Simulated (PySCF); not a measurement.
## UHF on Si (silicon, neutral)

Configuration: [Ne] 3s1 3p2 3d1, one real determinant (an excited configuration). All numbers are calculated (PySCF 2.14, the non-relativistic Hamiltonian (point nucleus), in aug-cc-pwCVTZ (8s7p5d3f, 75 functions)).

```
Total energy                                                  : -288.481265 hartree
One-electron energy                                           : -398.0504 hartree
Hartree (Coulomb) energy                                      : 129.8437 hartree
Exchange energy                                               : -20.2746 hartree
Kinetic energy                                                : 288.54719 hartree
⟨S²⟩                                                          : 6.0001
⟨L²⟩                                                          : 7.989
Sum of ⟨r⟩                                                    : 16.32 bohr
Sum of ⟨r²⟩                                                   : 47.54 bohr²
Traceless quadrupole moment −½Σ⟨3z² − r²⟩ along its main axis : -2.17 e·bohr²
Density at the nucleus (Gaussians lack the cusp)              : 1730 bohr⁻³
Spin density at the nucleus                                   : 4.78 bohr⁻³
Langevin diamagnetic susceptibility                           : -37.7 ×10⁻⁶ cm³/mol
```

| shell | electrons | mean orbital energy (hartree) | spread (hartree) | rms radius, mean of both spins (bohr) |
| --- | --- | --- | --- | --- |
| 1s α | 1 | -69.00676 | 0 | 0.129 |
| 1s β | 1 | -68.97890 | 0 | 0.129 |
| 2s α | 1 | -6.34420 | 0 | 0.615 |
| 2s β | 1 | -6.30004 | 0 | 0.615 |
| 2p α | 3 | -4.44962 | 0.01510 | 0.598 |
| 2p β | 3 | -4.41056 | 0.01607 | 0.598 |
| 3s α | 1 | -0.78033 | 0 | 2.24 |
| 3p α | 2 | -0.43511 | 0 | 2.67 |
| 3d α | 1 | -0.05117 | 0 | 5.03 |

⟨L²⟩ = 7.99 against 12 for a pure F term, so this real determinant mixes terms. The outer electron is Rydberg-like, and this basis confines it to a smaller radius and binds it less than a complete one would.

Spin-orbit constants ζ (cm⁻¹) from the X2C one-electron operator on these orbitals (non-relativistic here): bare nucleus, nucleus screened by l(l+1)(2l+1)/3 electrons, and screened by the Breit-Pauli mean field of the electrons.

```
shell   bare  screened nucleus  mean field
   2p   3857              3306        3056
   3p  214.1             183.5       166.7
   3d  2.965            0.8472      0.3730
```

To first order the Landé constant is A = 13.95 cm⁻¹, so the lowest level has J = 1 and lies 0.0138 eV below the centre of the term. This holds in LS coupling only.
